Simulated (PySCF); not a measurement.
**How methods differ on the excitation energy of Tl²⁺**

Tl²⁺ [Xe] 4f14 5d10 6s1 (2S) → Tl²⁺ [Xe] 4f14 5d9 6s2 (2D), as a difference of total energies. Calculation: PySCF 2.14, in def2-TZVPPD with the def2 core potential (60 electrons) (7s5p4d2f, 56 functions); scalar relativity through the core potential. Correlated levels: valence and next inner shell: nothing frozen outside the core potential. The calculations carry no spin-orbit coupling.

```tsv
method	excitation energy (eV)
UHF	9.693
MP2 (valence and next inner shell)	8.993
SCS-MP2 (valence and next inner shell)	8.911
CCSD (valence and next inner shell)	9.033
CCSD(T) (valence and next inner shell)	9.007
```

How much does correlation contribute at CCSD(T) (valence and next inner shell)?

9.007 − (9.693) = -0.686 eV, measured against UHF.
